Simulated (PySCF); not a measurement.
Geometry:
```json
{"atom": "C1", "x (Å)": "-3.442", "y (Å)": "-0.341", "z (Å)": "-0.980"}
{"atom": "C2", "x (Å)": "-2.111", "y (Å)": "-0.180", "z (Å)": "-0.339"}
{"atom": "C3", "x (Å)": "-1.031", "y (Å)": "0.364", "z (Å)": "-0.943"}
{"atom": "P4", "x (Å)": "0.373", "y (Å)": "0.352", "z (Å)": "0.136"}
{"atom": "C5", "x (Å)": "1.031", "y (Å)": "1.997", "z (Å)": "0.461"}
{"atom": "C6", "x (Å)": "1.673", "y (Å)": "-0.734", "z (Å)": "-0.430"}
{"atom": "C7", "x (Å)": "3.062", "y (Å)": "-0.690", "z (Å)": "0.167"}
{"atom": "C8", "x (Å)": "2.851", "y (Å)": "-0.236", "z (Å)": "-1.233"}
{"atom": "C9", "x (Å)": "-0.508", "y (Å)": "-0.336", "z (Å)": "1.577"}
{"atom": "C10", "x (Å)": "-1.928", "y (Å)": "-0.657", "z (Å)": "1.079"}
{"atom": "H11", "x (Å)": "-4.209", "y (Å)": "0.199", "z (Å)": "-0.401"}
{"atom": "H12", "x (Å)": "-3.456", "y (Å)": "0.026", "z (Å)": "-2.014"}
{"atom": "H13", "x (Å)": "-3.739", "y (Å)": "-1.402", "z (Å)": "-0.976"}
{"atom": "H14", "x (Å)": "-1.015", "y (Å)": "0.736", "z (Å)": "-1.969"}
{"atom": "H15", "x (Å)": "1.841", "y (Å)": "1.955", "z (Å)": "1.204"}
{"atom": "H16", "x (Å)": "1.411", "y (Å)": "2.443", "z (Å)": "-0.470"}
{"atom": "H17", "x (Å)": "0.216", "y (Å)": "2.625", "z (Å)": "0.846"}
{"atom": "H18", "x (Å)": "1.269", "y (Å)": "-1.718", "z (Å)": "-0.692"}
{"atom": "H19", "x (Å)": "3.541", "y (Å)": "-1.656", "z (Å)": "0.343"}
{"atom": "H20", "x (Å)": "3.289", "y (Å)": "0.062", "z (Å)": "0.928"}
{"atom": "H21", "x (Å)": "3.180", "y (Å)": "-0.878", "z (Å)": "-2.053"}
{"atom": "H22", "x (Å)": "2.932", "y (Å)": "0.833", "z (Å)": "-1.448"}
{"atom": "H23", "x (Å)": "0.031", "y (Å)": "-1.217", "z (Å)": "1.952"}
{"atom": "H24", "x (Å)": "-0.508", "y (Å)": "0.411", "z (Å)": "2.385"}
{"atom": "H25", "x (Å)": "-2.131", "y (Å)": "-1.740", "z (Å)": "1.120"}
{"atom": "H26", "x (Å)": "-2.691", "y (Å)": "-0.192", "z (Å)": "1.724"}
```

Total charge +1.

Geometry: PBE0-D3(BJ)/def2-SVP; GIAO shifts from PySCF, gas phase, non-relativistic, averaged over equivalent atoms.

At PBE0/pcSseg-1 (257 basis functions, 77 s wall time on 1 thread of an Intel Xeon Platinum 8488C, shared host):
```json
{"atoms": "C2", "δ (ppm)": "189.5"}
{"atoms": "C3", "δ (ppm)": "111.2"}
{"atoms": "C10", "δ (ppm)": "38.8"}
{"atoms": "C1", "δ (ppm)": "23.9"}
{"atoms": "C9", "δ (ppm)": "22.9"}
{"atoms": "C6", "δ (ppm)": "8.2"}
{"atoms": "C8", "δ (ppm)": "7.5"}
{"atoms": "C7", "δ (ppm)": "6.6"}
{"atoms": "C5", "δ (ppm)": "5.5"}
{"atoms": "P4", "δ (ppm)": "45.2"}
{"atoms": "H14", "δ (ppm)": "5.78"}
{"atoms": "H25", "δ (ppm)": "3.00"}
{"atoms": "H26", "δ (ppm)": "2.98"}
{"atoms": "H23", "δ (ppm)": "2.44"}
{"atoms": "H11/H12/H13", "δ (ppm)": "2.41"}
{"atoms": "H24", "δ (ppm)": "2.26"}
{"atoms": "H21", "δ (ppm)": "1.65"}
{"atoms": "H19", "δ (ppm)": "1.56"}
{"atoms": "H15/H16/H17", "δ (ppm)": "1.53"}
{"atoms": "H22", "δ (ppm)": "1.05"}
{"atoms": "H20", "δ (ppm)": "0.88"}
{"atoms": "H18", "δ (ppm)": "0.84"}
```

References, each an isolated molecule treated in the same way: ¹³C (σref 184.41) and ¹H (σref 31.27) against TMS; H3PO4 for ³¹P (σref 310.13).

Task: Estimate the result of repeating the calculation with HF/pcSseg-1.

Result: 
```json
{"atoms": "C2", "δ at HF/pcSseg-1": "193.7", "change": "+4.2"}
{"atoms": "C3", "δ at HF/pcSseg-1": "107.1", "change": "-4.1"}
{"atoms": "C10", "δ at HF/pcSseg-1": "32.1", "change": "-6.7"}
{"atoms": "C1", "δ at HF/pcSseg-1": "21.4", "change": "-2.5"}
{"atoms": "C9", "δ at HF/pcSseg-1": "17.1", "change": "-5.8"}
{"atoms": "C6", "δ at HF/pcSseg-1": "-0.4", "change": "-8.6"}
{"atoms": "C8", "δ at HF/pcSseg-1": "2.8", "change": "-4.7"}
{"atoms": "C7", "δ at HF/pcSseg-1": "1.9", "change": "-4.7"}
{"atoms": "C5", "δ at HF/pcSseg-1": "4.8", "change": "-0.7"}
{"atoms": "P4", "δ at HF/pcSseg-1": "39.6", "change": "-5.6"}
{"atoms": "H14", "δ at HF/pcSseg-1": "5.69", "change": "-0.09"}
{"atoms": "H25", "δ at HF/pcSseg-1": "2.80", "change": "-0.20"}
{"atoms": "H26", "δ at HF/pcSseg-1": "2.80", "change": "-0.18"}
{"atoms": "H23", "δ at HF/pcSseg-1": "2.29", "change": "-0.15"}
{"atoms": "H11/H12/H13", "δ at HF/pcSseg-1": "2.41", "change": "+0.00"}
{"atoms": "H24", "δ at HF/pcSseg-1": "2.09", "change": "-0.17"}
{"atoms": "H21", "δ at HF/pcSseg-1": "1.61", "change": "-0.04"}
{"atoms": "H19", "δ at HF/pcSseg-1": "1.52", "change": "-0.04"}
{"atoms": "H15/H16/H17", "δ at HF/pcSseg-1": "1.50", "change": "-0.03"}
{"atoms": "H22", "δ at HF/pcSseg-1": "0.94", "change": "-0.11"}
{"atoms": "H20", "δ at HF/pcSseg-1": "0.75", "change": "-0.13"}
{"atoms": "H18", "δ at HF/pcSseg-1": "0.45", "change": "-0.39"}
```

Scale: TMS for ¹³C (190.85 ppm), ¹H (31.69 ppm); ³¹P (356.22 ppm) vs H3PO4 (reference shieldings calculated alike).

The largest change is at C6 (three-membered-ring carbon). Cost: 257 basis functions, 40 s wall time on 1 thread of an Intel Xeon Platinum 8488C, shared host. The order of the carbon signals changes between the two levels.

Experimental scales use liquid or dissolved standards, which lie at an offset from isolated H3PO4.
